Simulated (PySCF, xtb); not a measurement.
Si(Cl)(I)2(OH) (ClHI2OSi), SMILES I[Si](I)(O)Cl. One conformer was computed; it need not be the lowest.

Harmonic wavenumbers (cm⁻¹) from GFN2-xTB in xtb 6.7.1 at its own minimum, in rising order: 72, 104, 146, 181, 186, 226, 319, 468, 534, 744, 944, 3641.

Question: What does B3LYP-D3(BJ)/def2-SVP run with PySCF 2.14.0 give at its own minimum? (Estimate from the structure and the level; the computed values follow.)

Answer: 76, 112, 152, 164, 206, 232, 316, 432, 561, 793, 932, 3841. Paired by order, the mean absolute difference is 32 cm⁻¹ and the zero-point energies are 10.8 and 11.2 kcal/mol.
